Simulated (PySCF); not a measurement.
Spin states and ions at one geometry of [HfOF3]−

PySCF 2.14.0, RKS PBE, Hf def2-SVP with ECP60, O def2-SVP, F def2-SVP; non-relativistic Hamiltonian with scalar-relativistic core potentials where named; density fitting; no spin-orbit coupling; singlets restricted, open shells unrestricted. The geometry is relaxed for charge -1, singlet, vacuum:

```xyz
5

Hf   -0.0598    0.0000    0.0614
O     1.4442    0.0000    1.0899
F    -0.0486    1.6027   -1.1134
F    -1.6483    0.0000    1.2583
F    -0.0486   -1.6027   -1.1134
```

Energies count from the relaxed state; an electron taken off or put on is at rest in vacuum. Charges and spins are Mulliken's.

```
                     state  energy (eV)  spin squared  charge on Hf1 (e)  spin on Hf1 (e)  dipole about the centre of mass (D)
charge -1, singlet, vacuum         0.00          0.00               0.67             0.00                                 2.71
 charge 0, doublet, vacuum         4.76          0.75               1.10            -0.03                                 0.66
```

Q: What does the state charge -1, triplet, vacuum give?

A: energy (eV) 5.19, spin squared 2.00, charge on Hf1 (e) 0.11, spin on Hf1 (e) 1.02, dipole about the centre of mass (D) 0.29.

With an electron taken off (doublet) the charges change, summed by element, by Hf +0.43 e, O +0.30 e, F +0.27 e. The vertical ionisation energy is 4.76 eV, against −ε(HOMO) = 1.01 eV of the relaxed state. The level lies 3.7 eV too high, as is usual for semilocal functionals and global hybrids, which keep a self-interaction error.

Open shells may have lower solutions than those found.
